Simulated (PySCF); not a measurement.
C₄H₆BF.

```xyz
12

C     -1.2567     2.1308     0.0000
C     -0.3821     1.2666     0.0000
B      0.6499     0.1282     0.0000
F      1.9519     0.4662     0.0000
C      0.2697    -1.3972     0.0000
C     -1.2195    -1.7531     0.0000
H     -2.0165     2.9019     0.0000
H      0.7928    -1.8505     0.8753
H      0.7928    -1.8505    -0.8753
H     -1.7340    -1.3362    -0.8894
H     -1.3862    -2.8491     0.0000
H     -1.7340    -1.3362     0.8894
```

Geometry: PBE-D3(BJ)/def2-SVP. The structure was generated by enumeration, and PubChem lists no compound with its InChIKey, so it may never have been made. The values are those of a single conformer.

Level of theory: PBE/pcSseg-1 (PySCF). Non-relativistic, no solvent.

**Question.** Give the absolute GIAO shielding of each atom: isotropic value and principal components (ppm). (The exact figures need the calculation; the answer reports its results.)

**Answer.** 
```json
[
 {"atom": "C1", "σ(iso)": "73.6", "σ11": "1.5", "σ22": "14.9", "σ33": "204.5", "span": "203.0"},
 {"atom": "C2", "σ(iso)": "89.1", "σ11": "-9.8", "σ22": "-5.3", "σ33": "282.4", "span": "292.2"},
 {"atom": "B3", "σ(iso)": "48.5", "σ11": "-6.8", "σ22": "72.6", "σ33": "79.7", "span": "86.5"},
 {"atom": "F4", "σ(iso)": "156.9", "σ11": "-48.0", "σ22": "73.5", "σ33": "445.3", "span": "493.4"},
 {"atom": "C5", "σ(iso)": "159.1", "σ11": "143.1", "σ22": "163.7", "σ33": "170.4", "span": "27.4"},
 {"atom": "C6", "σ(iso)": "168.1", "σ11": "160.2", "σ22": "166.5", "σ33": "177.7", "span": "17.5"},
 {"atom": "H7", "σ(iso)": "27.9", "σ11": "24.0", "σ22": "24.4", "σ33": "35.3", "span": "11.3"},
 {"atom": "H8", "σ(iso)": "29.9", "σ11": "25.6", "σ22": "29.2", "σ33": "35.0", "span": "9.4"},
 {"atom": "H9", "σ(iso)": "29.9", "σ11": "25.6", "σ22": "29.2", "σ33": "35.0", "span": "9.4"},
 {"atom": "H10", "σ(iso)": "29.8", "σ11": "26.3", "σ22": "28.2", "σ33": "34.9", "span": "8.5"},
 {"atom": "H11", "σ(iso)": "29.9", "σ11": "25.3", "σ22": "27.9", "σ33": "36.6", "span": "11.3"},
 {"atom": "H12", "σ(iso)": "29.8", "σ11": "26.3", "σ22": "28.2", "σ33": "34.9", "span": "8.5"}
]
```
